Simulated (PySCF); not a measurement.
Mo(S)(Cl)(OH)3 (ClH₃MoO₃S), SMILES [Cl][Mo]([OH])([OH])(=[S])[OH], multiplicity 1. Atoms are numbered in the order given.

```xyz
9

Mo    -0.2088    -0.2095     0.0000
S      1.6202    -1.2522     0.0000
Cl     0.2967     2.1878     0.0000
O     -0.4664     0.2251    -1.8021
H     -0.3564     1.1384    -2.1128
O     -1.5705    -1.4751     0.0000
H     -1.4552    -2.4367     0.0000
O     -0.4664     0.2251     1.8021
H     -0.3564     1.1384     2.1128
```

The structure is a stationary point at r2SCAN-D4/def2-SVP. A frequency run showed that this geometry is not a minimum. The spin state was assumed, not searched. The def2 effective core potentials stand for the cores of Mo; spin–orbit coupling is left out. Other conformers were not sampled.

Method: PySCF with r2SCAN-D4/def2-SVP.

Frequencies are harmonic and unscaled.

Task: List the normal modes with their intensities. (Estimate from the structure and the level; the computed values follow.)

Result: 
```csv
mode,ν (cm⁻¹),IR (km/mol),Raman (Å⁴/amu),depolarisation,moving atoms (share of kinetic energy)
1,126i,63.5,3.3,0.75,H 92 %
2,66,1.1,2.3,0.75,"O 38 %, Cl 38 %, S 19 %"
3,179,1.5,6.4,0.74,"O 45 %, S 31 %, Cl 11 %, H 11 %"
4,211,26.0,2.1,0.75,"O 75 %, Cl 12 %"
5,235,21.7,1.6,0.65,"O 46 %, Mo 27 %, H 12 %, Cl 12 %"
6,246,16.7,4.8,0.75,"O 35 %, S 32 %, Mo 18 %, H 11 %"
7,259,10.4,3.1,0.70,"O 48 %, Mo 22 %, H 15 %, S 11 %"
8,312,1.5,3.3,0.75,"O 66 %, Cl 22 %, H 12 %"
9,332,15.9,5.1,0.12,"Cl 59 %, O 34 %"
10,385,0.0,3.3,0.75,"H 86 %, O 12 %"
11,396,130.0,1.3,0.39,"H 82 %, O 13 %"
12,530,193.2,3.7,0.69,"H 75 %, O 20 %"
13,580,102.6,23.2,0.12,"S 65 %, Mo 27 %"
14,657,564.7,2.5,0.75,"H 74 %, O 25 %"
15,658,34.9,6.0,0.29,"O 80 %, H 16 %"
16,732,71.5,28.0,0.08,"O 74 %, H 16 %, Mo 10 %"
17,732,54.0,2.7,0.75,"O 59 %, Mo 23 %, H 17 %"
18,811,57.6,8.3,0.37,"H 67 %, O 23 %, Mo 10 %"
19,3780,175.0,59.8,0.75,H 94 %
20,3783,261.8,87.5,0.18,H 94 %
21,3837,276.6,119.1,0.26,H 94 %
```
